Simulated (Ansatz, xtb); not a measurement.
# Two structures of CH3FGaO

Structure a is a doublet given by its coordinates and structure b is `C[O][Ga][F]`, a doublet. Both are gas-phase species (loosely bound parts included), relaxed with B3LYP/6-31G*; the shapes shown needn't be the lowest conformers.

a (Å):

```xyz
7

C     1.6095   -0.1050   -2.5425
F     2.7957   -2.3630   -1.3483
Ga    2.5437   -2.3400   -3.1898
O     0.9654   -0.5568   -1.4421
H     1.6065   -1.1477   -0.9740
H     0.9576    0.3960   -3.2528
H     2.6109    0.3144   -2.4076
```

Close contacts (Å): C1–Ga3 2.51, C1–O4 1.35, F2–Ga3 1.86, C1–H6 1.09, C1–H7 1.09, O4–H5 0.99.

b (Å):

```yaml
atoms:
  - { symbol: C, position_ang: [1.4900, -0.1554, -1.8271] }
  - { symbol: F, position_ang: [3.6234, -2.0608, -3.4353] }
  - { symbol: Ga, position_ang: [2.1939, -2.7417, -2.6218] }
  - { symbol: O, position_ang: [1.1166, -1.5359, -1.7770] }
  - { symbol: H, position_ang: [2.4164, 0.0173, -2.3886] }
  - { symbol: H, position_ang: [0.6831, 0.4162, -2.3024] }
  - { symbol: H, position_ang: [1.6292, 0.2145, -0.8036] }
```

Question: Estimate E(b) − E(a) at the level CCSD(T)/def2-SVP + ΔMP2/def2-TZVPP.

Answer: Calculated at CCSD(T)/def2-SVP + ΔMP2/def2-TZVPP: E(b) − E(a) = −0.748 eV, so structure b lies lower.

Level by level:

```tsv
level	geometry	E(b) − E(a) (eV)	departure from the last row (eV)	job, with rough time for the two
B3LYP/6-31G*	B3LYP/6-31G*	−0.477	+0.271	optimisation, 1.7 min
HF/def2-SVP	B3LYP/6-31G*	−0.819	−0.072	part of the CCSD(T) run
MP2/def2-SVP	B3LYP/6-31G*	−1.047	−0.300	part of the CCSD(T) run
CCSD(T)/def2-SVP	B3LYP/6-31G*	−0.764	−0.016	single point
CCSD(T)/def2-SVP + ΔMP2/def2-TZVPP	B3LYP/6-31G*	−0.748		single point, 68 s
```

None of the levels shown reverses the order. The largest departure from CCSD(T)/def2-SVP + ΔMP2/def2-TZVPP is that of MP2/def2-SVP, 0.300 eV. Levels run at GFN2-xTB geometries aren't shown. The last row adds to CCSD(T) the change of the MP2 difference between the two basis sets, here +0.016 eV.

With harmonic frequencies from B3LYP/6-31G* (ideal gas, rigid rotor, one conformer each, 298.15 K, 1 atm): on the last row, ΔE + ΔZPE = −0.730, ΔH = −0.727, ΔG = −0.745 eV.

Open shells are spin-unrestricted. The correlated steps freeze 12 core orbitals; the filled d shell of Ga is correlated, in a basis made for valence electrons. Mirror images aren't counted in ΔG. Programs: Ansatz 0.2.0; the last row on 1 thread of Intel(R) Xeon(R) Platinum 8375C CPU @ 2.90GHz (Ice Lake) on a shared host.
